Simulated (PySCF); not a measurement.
Which determinant of ZnI lies lowest?

Unrestricted PBE0; PySCF, scalar-relativistic core potentials, basis sets Zn def2-TZVPP, I def2-TZVPP with ECP28. Outer shells of the fragments: Zn 3d10 4s2; I 4d10 5s2 5p5.

Followed along the bond (rough minima from three points):

```tsv
2Ms+1	unpaired	⟨S²⟩ at the start	R at minimum (Å)	Te (eV)
2	σ ↑	0.75	2.52	0.00
4	σ ↑, π ↑↑	3.76	none in the scan	≤ 4.86
```

Solutions found at the starting distance of 2.500 Å, counted from the lowest of them; the search is not exhaustive and high or unbound solutions are not listed, so other states can lie among these:

| 2Ms+1 | unpaired | term | E (eV) | ⟨S²⟩ | ⟨Lz²⟩ | μ (D) |
| --- | --- | --- | --- | --- | --- | --- |
| 2 | σ ↑ | ²Σ⁺ | 0.00 | 0.75 | 0.00 | -2.29 |
| 2 | π ↑ | ²Π | 2.81 | 0.75 | 1.01 | 3.45 |
| 2 | π ↑ | ²Π | 3.58 | 0.78 | 1.00 | -1.83 |
| 4 | σ ↑, π ↑↑ | mixed | 5.06 | 3.76 | 2.01 | 3.53 |
| 4 | σ ↑, π ↑↑ | mixed | 5.23 | 3.75 | 2.01 | 3.67 |
| 4 | σ ↑↑, π ↑ | ⁴Π | 6.34 | 3.76 | 1.01 | 2.36 |
| 4 | σ ↑↑, π ↑ | ⁴Π | 6.77 | 3.75 | 1.01 | 2.51 |
| 4 | σ ↑↑↑ | ⁴Σ⁺ | 8.10 | 3.76 | 0.00 | 1.95 |

A term symbol is given only where ⟨S²⟩ and ⟨Lz²⟩ are close to those of a pure state; real π, δ and φ orbitals otherwise mix terms. A positive dipole means Zn(−)I(+).

Spin–orbit coupling is left out. Counting both spins, an empty level lies below a filled one in some of these solutions, because spin and occupation are held.
